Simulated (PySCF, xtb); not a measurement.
Al(Cl)(Br)(NH2) (AlBrClH2N), SMILES [NH2][Al]([Cl])[Br]. Other conformers were not sampled.

Harmonic wavenumbers (cm⁻¹) from GFN2-xTB (xtb) at its own minimum, in rising order: 107, 130, 215, 288, 368, 437, 500, 624, 826, 1468, 3430, 3449.

Question: What does PySCF 2.14.0 with PBE-D3(BJ)/def2-SVP give at its own minimum? (Estimate from the structure and the level; the computed values follow.)

Answer: 124, 157, 198, 350, 356, 366, 536, 670, 848, 1464, 3509, 3605. Paired by order, the mean absolute difference is 46 cm⁻¹ and the zero-point energies are 16.9 and 17.4 kcal/mol.
